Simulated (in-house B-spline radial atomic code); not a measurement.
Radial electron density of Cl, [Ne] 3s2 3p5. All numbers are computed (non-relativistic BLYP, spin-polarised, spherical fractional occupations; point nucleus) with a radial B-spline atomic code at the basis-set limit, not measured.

Columns: r (bohr), 4πr²n(r) (electrons per bohr), bar.

```
 0.00354   0.4503 #
 0.00425   0.6336 #
 0.00511   0.8895 ##
 0.00613    1.236 ###
 0.00737    1.713 ####
 0.00885    2.349 #####
  0.0106    3.175 #######
  0.0128    4.297 ##########
  0.0154    5.694 #############
  0.0184    7.343 #################
  0.0222    9.399 #####################
  0.0266    11.63 ##########################
   0.032    14.04 ################################
  0.0384    16.31 #####################################
  0.0462    18.22 #########################################
  0.0554    19.37 ############################################
  0.0666    19.52 ############################################
    0.08    18.59 ##########################################
  0.0961    16.82 ######################################
   0.116    14.79 #################################
   0.139    13.48 ##############################
   0.167    13.52 ##############################
     0.2    15.01 ##################################
   0.241    17.37 #######################################
   0.289    19.11 ###########################################
   0.347    18.98 ###########################################
   0.417    16.42 #####################################
   0.501    12.14 ###########################
   0.602    7.739 #################
   0.723    4.754 ###########
   0.869    3.716 ########
    1.04    4.017 #########
    1.25    4.536 ##########
    1.51    4.405 ##########
    1.81    3.553 ########
    2.18    2.362 #####
    2.61    1.337 ###
    3.14   0.6255 #
    3.77   0.2452 #
    4.53  0.07752 
    5.44  0.01907 
    6.54 0.003433
```

On this grid the curve has 3 maxima, near 0.0666, 0.289, 1.25 bohr.

The 3s up radial function P(r) = rR(r), positive near the nucleus:

```csv
r (bohr),P
0.00118,0.0143
0.0017,0.02042
0.00245,0.02906
0.00354,0.0412
0.00511,0.05788
0.00737,0.08025
0.0106,0.109
0.0154,0.1453
0.0222,0.1848
0.032,0.2206
0.0462,0.2373
0.0666,0.2099
0.0961,0.1096
0.139,-0.07634
0.2,-0.2996
0.289,-0.4372
0.417,-0.3181
0.602,0.1083
0.869,0.6314
1.25,0.8865
1.81,0.7092
2.61,0.3466
3.77,0.09814
5.44,0.0139
```
